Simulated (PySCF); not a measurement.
Job for PySCF: R-BP86/6-31G* on BH3O3 (SMILES OB(O)O), a point of a torsion scan.

```python
from pyscf import gto, scf, dft, mp
from pyscf.data.elements import chemcore

mol = gto.M(
    atom='''
    O    -1.17044593   -0.88596819    0.07144055
    B    -0.41583302    0.02078979    0.72718785
    O     0.00910093   -0.30038301    1.97556251
    O    -0.12644666    1.20414871    0.09547623
    H    -1.43518720   -0.59632759   -0.80096374
    H     0.54243640    0.34952886    2.42983432
    H     0.40856477    1.83742553    0.57059451
    ''',
    basis='6-31g*',
    cart=True,
    charge=0, spin=0, verbose=3, max_memory=1800)
mf = dft.RKS(mol, xc='b88,p86')
mf.conv_tol = 1e-8
mf.max_cycle = 100
mf.kernel()
if not mf.converged:
    mf = mf.newton().run(mf.mo_coeff, mf.mo_occ)
```

Output:

```
converged SCF energy = -252.454698405923
```

Self-consistency was reached.

Cost: about 2.9 core-seconds (a rough figure).
